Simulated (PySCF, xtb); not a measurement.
2-methyl-1,3,2-dioxaborolane (C3H7BO2), SMILES CB1OCCO1.

xtb with GFN2-xTB at its own geometry gives an orbital gap of 6.98 eV and a dipole moment of 1.54 D.

Coordinates come from a PBE0-D3(BJ)/def2-SVP optimisation. The values are those of a single conformer.

Q: What does PBE0/def2-TZVP in PySCF give? (The exact figures need the calculation; the answer reports its results.)

A: gap 8.74 eV (levels -7.89 and 0.85 eV), dipole 1.56 D.
